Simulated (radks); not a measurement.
The numbers below are computed, except where a source is named.
All-electron atom: Ce+ in [Xe] 4f1 5d2.

Level of theory: scalar-relativistic Kohn-Sham, SCAN, spin-polarised, spherical densities, finite nucleus; open shells are filled with parallel spins first (spin-orbit coupling, left out, can overturn this in heavy ions); meta-GGA in the generalised Kohn-Sham scheme; Fermi nuclear charge, rms radius 4.8771 fm (a radial shooting solver on a logarithmic mesh with Libxc functionals).

Energy parts (Ry):
total: -17722.8294
kinetic: 18783.8913
electron-nucleus: -42909.7570
Hartree: 6823.6523
exchange-correlation: -420.6160

Orbitals (lengths in bohr, moments of r in powers of bohr; r(90%) holds 90 % of the orbital's charge):
| orbital | occ. | eigenvalue (Ry) | r(90%) |
|---|---|---|---|
| 1s down | 1 | -2964.650 | 0.0443 |
| 1s up | 1 | -2964.649 | 0.0443 |
| 2s up | 1 | -476.3813 | 0.163 |
| 2s down | 1 | -476.3776 | 0.163 |
| 2p up | 3 | -426.3853 | 0.150 |
| 2p down | 3 | -426.3823 | 0.150 |
| 3s up | 1 | -103.4244 | 0.408 |
| 3s down | 1 | -103.4005 | 0.408 |
| 3p up | 3 | -87.39853 | 0.414 |
| 3p down | 3 | -87.37367 | 0.414 |
| 3d up | 5 | -64.68420 | 0.396 |
| 3d down | 5 | -64.66204 | 0.396 |
| 4s up | 1 | -21.40581 | 0.914 |
| 4s down | 1 | -21.33296 | 0.914 |
| 4p up | 3 | -16.14378 | 0.980 |
| 4p down | 3 | -16.06931 | 0.980 |
| 4d up | 5 | -8.55989 | 1.12 |
| 4d down | 5 | -8.48063 | 1.12 |
| 5s up | 1 | -3.37298 | 2.20 |
| 5s down | 1 | -3.29765 | 2.20 |
| 5p up | 3 | -2.07978 | 2.60 |
| 5p down | 3 | -1.98625 | 2.57 |
| 4f up | 1 | -0.66942 | 1.97 |
| 5d up | 2 | -0.56012 | 4.36 |

The highest occupied level is 5d up at -7.621 eV. Spin moment in Bohr magnetons: 3.

Empty levels of this run are not shown, since the potential may be unsettled where no density lies.
